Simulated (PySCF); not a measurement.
PySCF 2.14 output of an unrestricted r2SCAN calculation on a single atom or ion in cc-pVDZ-X2C, with the spin-free X2C one-electron Hamiltonian (Gaussian nucleus):

```
SCF conv_tol = 1e-09
number electrons alpha = 31  beta = 27
    J. W. Furness, A. D. Kaplan, J. Ning, J. P. Perdew, and J. Sun.,  J. Phys. Chem. Lett. 11, 8208-8215 (2020)
    J. W. Furness, A. D. Kaplan, J. Ning, J. P. Perdew, and J. Sun.,  J. Phys. Chem. Lett. 11, 9248-9248 (2020)
    J. W. Furness, A. D. Kaplan, J. Ning, J. P. Perdew, and J. Sun.,  J. Phys. Chem. Lett. 11, 8208-8215 (2020)
    J. W. Furness, A. D. Kaplan, J. Ning, J. P. Perdew, and J. Sun.,  J. Phys. Chem. Lett. 11, 9248-9248 (2020)
cycle= 1 E= -9236.38118686079  delta_E= -0.00875  |g|= 0.0877  |ddm|= 0.397
cycle= 2 E= -9236.38052548301  delta_E= 0.000661  |g|= 0.0988  |ddm|= 0.24
cycle= 3 E= -9236.3825671674  delta_E= -0.00204  |g|= 0.00575  |ddm|= 0.111
cycle= 4 E= -9236.38258031015  delta_E= -1.31e-05  |g|= 0.00061  |ddm|= 0.0231
cycle= 5 E= -9236.38258536022  delta_E= -5.05e-06  |g|= 0.000547  |ddm|= 0.0182
cycle= 6 E= -9236.38259285761  delta_E= -7.5e-06  |g|= 0.000567  |ddm|= 0.0251
cycle= 7 E= -9236.382537235  delta_E= 5.56e-05  |g|= 0.000798  |ddm|= 0.207
cycle= 8 E= -9236.38252869252  delta_E= 8.54e-06  |g|= 0.000893  |ddm|= 0.0391
cycle= 9 E= -9236.38252579147  delta_E= 2.9e-06  |g|= 0.000521  |ddm|= 0.0195
cycle= 10 E= -9236.38252205521  delta_E= 3.74e-06  |g|= 0.000746  |ddm|= 0.149
cycle= 11 E= -9236.38251954257  delta_E= 2.51e-06  |g|= 0.000445  |ddm|= 0.0225
cycle= 12 E= -9236.38251881485  delta_E= 7.28e-07  |g|= 0.000301  |ddm|= 0.0638
cycle= 13 E= -9236.38251800095  delta_E= 8.14e-07  |g|= 1.25e-05  |ddm|= 0.0252
cycle= 14 E= -9236.3825179972  delta_E= 3.75e-09  |g|= 1.26e-05  |ddm|= 0.0011
cycle= 15 E= -9236.3825179962  delta_E= 1e-09  |g|= 2.17e-06  |ddm|= 0.00104
cycle= 16 E= -9236.38251799619  delta_E= 1.46e-11  |g|= 2.25e-06  |ddm|= 3.1e-05
converged SCF energy = -9236.38251799619  <S^2> = 6.0016827  2S+1 = 5.000673
```

The run itself started from symmetry-adapted Hartree-Fock orbitals and held the occupation by maximum overlap, on a logarithmic radial grid, so the iterations belong to that start.

Task: Which element, charge and spin multiplicity is this?

Result: Pr⁺ (praseodymium, charge +1), multiplicity 5; the state was [Xe] 4f3 6s1, one real determinant.

⟨L²⟩ = 34.08 against 42 for a pure I term, so this real determinant mixes terms. Spin-orbit coupling, absent here, splits the open shell strongly.
